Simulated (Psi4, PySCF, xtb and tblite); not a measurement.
Internal rotation in SMILES COc1ccc(C(=O)O)s1, singlet. Scanned: dihedral C1–O2–C3–S10; all other coordinates were relaxed at GFN2-xTB. Points at φ and −φ are mirror images. Heavy atoms are numbered in the order of the SMILES COc1ccc(C(=O)O)s1, hydrogens after them in the order of the atoms that carry them; the mirror image has the same energies with the sign of each dihedral reversed.

- GFN2-xTB (xtb and tblite)
- RKS-B3LYP/LANL2DZ = restricted B3LYP/LANL2DZ, with its core potentials past Ne // GFN2-xTB run with PySCF
- PBE/def2-SVP // GFN2-xTB (Psi4)

Energies in mEh, each method relative to its own lowest point.

| φ / ° | GFN2-xTB | RKS-B3LYP/LANL2DZ | PBE/def2-SVP |
|---|---|---|---|
| -165 | 3.3 | 0.5 | 0.8 |
| -150 | 4.5 | 1.8 | 2.2 |
| -135 | 6.1 | 3.4 | 4.0 |
| -120 | 7.4 | 4.5 | 5.2 |
| -105 | 7.9 | 4.9 | 5.6 |
| -90 | 7.8 | 4.9 | 5.6 |
| -75 | 6.8 | 4.6 | 5.0 |
| -60 | 5.2 | 4.1 | 4.1 |
| -45 | 3.4 | 3.4 | 2.8 |
| -30 | 1.7 | 2.8 | 1.4 |
| -15 | 0.5 | 2.4 | 0.4 |
| 0 | 0.0 | 2.2 | 0.0 |
| 15 | 0.5 | 2.4 | 0.4 |
| 30 | 1.7 | 2.8 | 1.4 |
| 45 | 3.4 | 3.4 | 2.8 |
| 60 | 5.2 | 4.1 | 4.1 |
| 75 | 6.8 | 4.6 | 5.0 |
| 90 | 7.8 | 4.9 | 5.6 |
| 105 | 7.9 | 4.9 | 5.6 |
| 120 | 7.4 | 4.5 | 5.2 |
| 135 | 6.1 | 3.4 | 4.0 |
| 150 | 4.5 | 1.8 | 2.2 |
| 165 | 3.3 | 0.5 | 0.8 |
| 180 | 2.9 | 0.0 | 0.3 |
